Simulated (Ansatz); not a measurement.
Input (CCSDT(Q)/cc-pV(D+d)Z; Ansatz, a quantum-chemistry and plane-wave program): A basis named .json is the Basis Set Exchange file of that set.

Ansatz 0.2 input:
```yaml
crystal:
  periodic: [false, false, false]
  atoms:
    - {symbol: B, position_ang: [-0.70158385, -0.35307852, -0.21265358]}
    - {symbol: H, position_ang: [-1.39025764, -1.28294748, 0.05111870]}
    - {symbol: Cl, position_ang: [0.79387794, -0.18061571, 0.71059307]}
    - {symbol: C, position_ang: [-1.04132849, 0.66727738, -1.28071549]}
    - {symbol: H, position_ang: [-1.94794840, 0.60254530, -1.87269152]}
    - {symbol: H, position_ang: [-0.40182884, 1.51259758, -1.51094845]}
basis:
  gaussian:
    orbitals: cc-pV_D+d_Z.json
magnetization: {spin_polarized: true, initial_magnetization: 1}
correlation: {method: ccsdt_q, electrons: outside_noble_gas}
```

Output:

```
Functional definition: HF
integrals: 0.09 GiB planned
1242 factors; integrals over basis functions are off by at most 1.8e-7 eV
mean field: 0.27 GiB planned
mean field evaluation 1: about -14252.4503 eV, gradient 1.2e1 eV
mean field evaluation 2: about -14252.5148 eV, gradient 1.2e1 eV
mean field evaluation 4: about -14253.6927 eV, gradient 1.4e0 eV
mean field evaluation 8: about -14253.7151 eV, gradient 8.2e-2 eV
mean field evaluation 16: about -14253.5081 eV, gradient 3.4e0 eV
mean field evaluation 32: about -14249.3696 eV, gradient 1.6e-1 eV
mean field -14253.71527985 eV, -523.8143750192 hartree, gradient 4.9e-6 eV, S^2 0.757526; 0 other end points of the search recorded, 0 dependent functions left out
7 core orbitals not correlated
reference -14253.71527985 eV, -523.8143750192 hartree; 9, 8 occupied and 50, 51 virtual orbitals, 1242 factors
second order -9.05896715 eV of doubles, -0.00000000 eV of singles
coupled cluster: 2.36 GiB planned
cycle   1  -9.88764773 eV  change   -8.3e-1 eV  update   8.1e-2
cycle   2  -10.32084001 eV  change   -4.3e-1 eV  update   3.3e-2
cycle   3  -10.50832342 eV  change   -1.9e-1 eV  update   2.1e-2
cycle   4  -10.48942424 eV  change    1.9e-2 eV  update   8.3e-3
cycle   5  -10.48741320 eV  change    2.0e-3 eV  update   5.1e-3
cycle   6  -10.49168136 eV  change   -4.3e-3 eV  update   2.2e-3
cycle   7  -10.49145756 eV  change    2.2e-4 eV  update   1.3e-3
cycle   8  -10.49146232 eV  change   -4.8e-6 eV  update   5.8e-4
cycle   9  -10.49189024 eV  change   -4.3e-4 eV  update   3.0e-4
cycle  10  -10.49172474 eV  change    1.7e-4 eV  update   1.1e-4
cycle  11  -10.49175053 eV  change   -2.6e-5 eV  update   5.5e-5
cycle  12  -10.49176985 eV  change   -1.9e-5 eV  update   2.8e-5
cycle  13  -10.49177631 eV  change   -6.5e-6 eV  update   1.1e-5
cycle  14  -10.49178642 eV  change   -1.0e-5 eV  update   5.1e-6
cycle  15  -10.49178983 eV  change   -3.4e-6 eV  update   2.1e-6
cycle  16  -10.49179009 eV  change   -2.6e-7 eV  update   9.7e-7
perturbative correction -0.01733574 eV, -0.0006370767 hartree
Total energy: -14264.22440568 eV, -524.2005782702 hartree
```
